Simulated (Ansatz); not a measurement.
One change: `[NH2][AlH][Cl]` becomes `[NH2][Al]([F])[Cl]`.

Ansatz, PBE0-D4/def2-TZVP geometries, multiplicity 1. Each molecule was computed in one conformer, which needn't be the lowest.

```json
{"property": "HOMO energy (PBE0/def2-TZVPP) / eV", "`[NH2][AlH][Cl]`": "-7.81"}
{"property": "vertical ionisation energy (CCSD(T)/CBS(def2)) / eV", "`[NH2][AlH][Cl]`": "10.44"}
{"property": "size of the dipole moment (ωB97M-V/def2-TZVPP) / D", "`[NH2][AlH][Cl]`": "2.16"}
{"property": "HOMO–LUMO gap (PBE/def2-TZVPP) / eV", "`[NH2][AlH][Cl]`": "5.19"}
{"property": "size of the dipole moment (B3LYP/def2-TZVPP) / D", "`[NH2][AlH][Cl]`": "2.18"}
{"property": "HOMO–LUMO gap (B3LYP/def2-TZVPP) / eV", "`[NH2][AlH][Cl]`": "6.88"}
```

Task: What does the change do to each property? (Estimate.)

Result: The calculation gave: 
```csv
property,`[NH2][Al]([F])[Cl]`,shift
HOMO energy (PBE0/def2-TZVPP) / eV,-8.03,-0.22
vertical ionisation energy (CCSD(T)/CBS(def2)) / eV,10.76,0.32
size of the dipole moment (ωB97M-V/def2-TZVPP) / D,2.42,0.26
HOMO–LUMO gap (PBE/def2-TZVPP) / eV,5.11,-0.08
size of the dipole moment (B3LYP/def2-TZVPP) / D,2.44,0.26
HOMO–LUMO gap (B3LYP/def2-TZVPP) / eV,6.84,-0.04
```

With PBE0 the HOMO falls by 0.22 eV and the LUMO falls by 0.15 eV, so the gap widens by about 0.07 eV. PBE moves the HOMO by -0.17 eV and ωB97M-V by -0.23 eV. Dipoles are sizes alone; their direction can turn.

B3LYP here is the variant with VWN-RPA as its local correlation; programs differ in this.
